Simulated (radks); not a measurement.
All-electron atom: Pd+ in [Ar] 3d10 4s1.75 4p6 4d9 5p0.25 (fractional occupations, a model configuration). Method: Dirac Kohn-Sham, PBE, spin-unpolarised, spherical densities, finite nucleus; open shells are shared between the two j in proportion to 2j + 1; Fermi nuclear charge, rms radius 4.5318 fm; computed with a radial shooting solver on a logarithmic mesh with Libxc functionals. Some entries of the table are withheld. Estimate them.

| orbital | occ. | eigenvalue (hartree) | <r^2> (bohr^2) |
|---|---|---|---|
| 1s1/2 | 2 | -888.0691 | 0.001371 |
| 2s1/2 | 2 | -130.0577 | 0.02250 |
| 2p1/2 | 2 | -120.6744 | (1) |
| 2p3/2 | 4 | -114.8163 | (2) |
| 3s1/2 | 2 | -23.86190 | 0.1645 |
| 3p1/2 | 2 | -20.15791 | 0.1603 |
| 3p3/2 | 4 | -19.13680 | 0.1695 |
| 3d3/2 | 4 | -12.57868 | 0.1510 |
| 3d5/2 | 6 | -12.37508 | 0.1538 |
| 4s1/2 | 1.75 | -3.62001 | 1.010 |
| 4p1/2 | 2 | -2.47363 | 1.184 |
| 4p3/2 | 4 | -2.30883 | 1.258 |
| 4d3/2 | 3.6 | (3) | 2.461 |
| 4d5/2 | 5.4 | (4) | 2.535 |
| 5p1/2 | 0.0833333 | -0.25460 | 15.49 |
| 5p3/2 | 0.166667 | -0.24526 | 16.44 |

Answer. 
(1) 2p1/2 <r^2> (bohr^2): 0.01685
(2) 2p3/2 <r^2> (bohr^2): 0.01818
(3) 4d3/2 eigenvalue (hartree): -0.60067
(4) 4d5/2 eigenvalue (hartree): -0.58244
